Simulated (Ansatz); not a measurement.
Basis sets compared for `Cc1cc(-c2sc(C(F)(F)F)cc2C)sc1-c1cc(C)c(C(F)(F)F)s1`. Total charge 0; singlet. Geometry PBE-D4/def2-SVP. Ansatz on 2 threads of AMD EPYC 7R13 on a shared host and a share (18 GiB) of an NVIDIA H100 80GB HBM3; times are rough, and most runs start from earlier orbitals.

| atom | x (Å) | y (Å) | z (Å) |
| --- | --- | --- | --- |
| C1 | -2.1522 | 0.3676 | 2.5669 |
| C2 | -0.9963 | 0.0867 | 1.6514 |
| C3 | 0.2383 | -0.4509 | 2.0990 |
| C4 | 1.1957 | -0.6369 | 1.1008 |
| C5 | 2.5283 | -1.1788 | 1.2393 |
| S6 | 2.9879 | -1.8641 | 2.7871 |
| C7 | 4.5786 | -2.2374 | 2.2068 |
| C8 | 5.5781 | -2.9266 | 3.0817 |
| F9 | 6.7959 | -2.9423 | 2.4931 |
| F10 | 5.2333 | -4.2146 | 3.3367 |
| F11 | 5.7022 | -2.3147 | 4.2855 |
| C12 | 4.7415 | -1.8613 | 0.8874 |
| C13 | 3.5843 | -1.2568 | 0.3151 |
| C14 | 3.5300 | -0.7643 | -1.1024 |
| S15 | 0.5446 | -0.1244 | -0.4421 |
| C16 | -0.9934 | 0.3236 | 0.2655 |
| C17 | -2.0172 | 0.8545 | -0.6047 |
| C18 | -1.9533 | 1.0204 | -1.9922 |
| C19 | -3.1240 | 1.5738 | -2.5755 |
| C20 | -3.3063 | 1.8347 | -4.0447 |
| C21 | -4.0921 | 1.8292 | -1.6065 |
| C22 | -5.4446 | 2.4252 | -1.8245 |
| F23 | -6.1721 | 1.7155 | -2.7264 |
| F24 | -6.1554 | 2.4756 | -0.6728 |
| F25 | -5.3700 | 3.6937 | -2.3118 |
| S26 | -3.5716 | 1.3997 | -0.0090 |
| H27 | -1.9083 | 0.0806 | 3.6074 |
| H28 | -2.4249 | 1.4444 | 2.5690 |
| H29 | -3.0629 | -0.1923 | 2.2653 |
| H30 | 0.4306 | -0.6975 | 3.1533 |
| H31 | 5.6821 | -2.0137 | 0.3414 |
| H32 | 2.8127 | -1.3499 | -1.7163 |
| H33 | 4.5240 | -0.8454 | -1.5824 |
| H34 | 3.2099 | 0.2972 | -1.1603 |
| H35 | -1.0672 | 0.7410 | -2.5804 |
| H36 | -3.6850 | 2.8600 | -4.2254 |
| H37 | -4.0482 | 1.1361 | -4.4830 |
| H38 | -2.3529 | 1.7125 | -4.5922 |

Single mean-field runs in def2-SVP, def2-TZVP are fitted with def2-universal-jkfit.

Binding counts from free atoms (C triplet, S triplet, F doublet, H doublet) in the same basis, without a counterpoise term.

| level | functions | energy (Eh) | HOMO (eV) | LUMO (eV) | binding per atom (eV) | wall time |
| --- | --- | --- | --- | --- | --- | --- |
| PBE-D4/def2-SVP | 436 | -2445.5783 | -5.04 | -2.88 | 5.14 | 5.5 s |
| PBE0-D4/def2-SVP | 436 | -2445.7113 | -5.94 | -2.38 | 4.99 | 7 s |

(1) Estimate the rows for PBE-D4/def2-TZVP (with forces), PBE0-D4/def2-TZVP (with forces).

## Answers

(1) 
| level | functions | energy (Eh) | HOMO (eV) | LUMO (eV) | binding per atom (eV) | wall time |
| --- | --- | --- | --- | --- | --- | --- |
| PBE-D4/def2-TZVP (with forces) | 896 | -2447.4149 | -5.11 | -2.99 | 5.05 | 8.5 s |
| PBE0-D4/def2-TZVP (with forces) | 896 | -2447.5377 | -5.93 | -2.42 | 4.91 | 9.5 s |
